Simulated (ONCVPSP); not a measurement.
# What one change does to a pseudopotential (ruthenium, ONCV)

- Element: Ru (Z = 44)
- Generator: ONCVPSP 4.0.1
- Type: optimised norm-conserving Vanderbilt (ONCV)
- Functional: LDA (Perdew-Zunger)
- Relativity: scalar-relativistic
- Frozen core: [Ar] 3d10
- Valence charge: 16
- Reference configuration: 4s2 4p6 4d7 5s1
- Partial waves: 4s+5s: rc 1.65 bohr, ncon 4, nbas 7, qcut 5.5 1/bohr, 2 projectors; 4p: rc 1.80 bohr, ncon 4, nbas 7, qcut 6.7 1/bohr, 3 projectors, debl 4 Ha; 4d: rc 1.65 bohr, ncon 4, nbas 8, qcut 9.7 1/bohr, 1 projector
- Local potential: polynomial inside 1.45 bohr (lpopt 5, dvloc0 0 Ha)
- Core correction: Teter function, fcfact 4, rcfact 1.75

All-electron outer shells of the reference configuration (LDA (Perdew-Zunger), scalar-relativistic, ld1.x):

| shell | level (eV) | outermost node (bohr) | outermost maximum (bohr) |
| --- | --- | --- | --- |
| 3d | -273.50 | – | 0.30 |
| 4s | -76.44 | 0.48 | 0.91 |
| 4p | -46.53 | 0.49 | 0.98 |
| 4d | -5.40 | 0.48 | 1.21 |
| 5s | -4.52 | 1.24 | 2.73 |

Change: p: debl 0.25. In the p channel the program set the typed energies aside and used -1.710, 0.250, 0.500 Ha.

Cutoffs: the cutoffs (Ha) at which the residual kinetic energy of the hardest occupied pseudo-wave falls to 1 and 0.1 mHa per electron; they do not see the model core or the augmentation charge, which bear on the density cutoff. Errors are all-electron minus pseudo energies relative to the spin-unpolarised reference configuration.

Question: Predict the effect on cutoff, ghosts and configuration errors.

Answer: The potential gets neither clearly harder nor softer (26 Ha and 42 Ha → 26 Ha and 42 Ha); a bound ghost appears in p, which as a rule spoils a file; the errors of the 4 common tests hardly move.

| quantity | base | changed |
| --- | --- | --- |
| cutoff, loose | 26 Ha | 26 Ha |
| cutoff, tight | 42 Ha | 42 Ha |
| bound ghosts | none | p |
| GHOST(+) flags under 300 eV | none | none |
| error for 4s2 4p6 4d7 5s0, meV [ΔE 7.61 eV] | -2.8 | -2.9 |
| error for 4s2 4p6 4d6 5s0, meV [ΔE 26.05 eV] | -2.6 | -2.6 |
| error for 4s2 4p6 4d5 5s0, meV [ΔE 56.90 eV] | -4.9 | -4.9 |
| error for 4s2 4p6 4d8 5s0, meV [ΔE -0.27 eV] | -4.5 | -4.6 |
| s: phases at 1.67 bohr within 0.05 rad from the reference energy up to (Ha; the scan ends near 5) | to the end of the scan | to the end of the scan |
| p: phases at 1.83 bohr within 0.05 rad from the reference energy up to (Ha; the scan ends near 5) | to the end of the scan | to the end of the scan |
| d: phases at 1.67 bohr within 0.05 rad from the reference energy up to (Ha; the scan ends near 5) | to the end of the scan | to the end of the scan |
| rms error of d²Exc/dni dnj with the model core, mHa | 2.88 | 2.88 |

 A true bound ghost makes a file unfit for plane-wave use even where its test errors are small: the radial tests pick states by their node count and pass the ghost by.
